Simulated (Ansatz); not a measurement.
Reaction (formal exchange of groups at a Te–C bond): `C=C(F)[Te]C` + `CC=N` → `C[Te]C(C)=N` + `C=CF`

Computed with Ansatz on PBE0-D4/def2-TZVP structures; ΔE is electronic, products minus reactants. CCSD(T)/CBS is the MP2 limit (def2-TZVPP, def2-QZVPP) plus CCSD(T) − MP2 in def2-TZVPP, frozen cores. DFT in def2-TZVPP. B3LYP here is the variant with VWN-RPA as its local correlation; programs differ in this. def2 core potentials past Kr. For Te outer-core shells are correlated without core-valence functions, which leaves a few kJ/mol of doubt a bond. Each species was taken in one conformer, which may not be the lowest.

| level | ΔE (kJ/mol) | difference from CCSD(T)/CBS |
| --- | --- | --- |
| r2SCAN-D4 | -22.9 | -3.9 |
| ωB97X-V | -13.4 | 5.6 |
| PBE | -19.9 | -0.9 |
| B3LYP | -16.1 | 2.9 |
| SCS-MP2/def2-TZVPP | -17.5 | 1.5 |
| CCSD/def2-TZVPP | -15.1 | 3.9 |
| HF/def2-QZVPP | -9.8 | 9.2 |
| SCS-MP2/def2-QZVPP | -18.5 | 0.5 |
| HF/CBS(def2) | -9.8 | 9.2 |
| MP2/CBS(def2) | -23.0 | -4.0 |
| CCSD(T)/CBS | -19.0 | 0 |

Largest T1 diagnostic among the species: 0.012.

In def2-TZVPP, CCSD(T) changes the Hartree–Fock value by −7.7 kJ/mol (the triples alone add −2.3 kJ/mol) and MP2 by −11.6 kJ/mol. The D4 term adds −4.3 kJ/mol with B3LYP and −2.4 kJ/mol with PBE0; it sums over pairs of atoms, weighted by their polarisabilities, and B3LYP, whose exchange is more repulsive, gets the larger term.
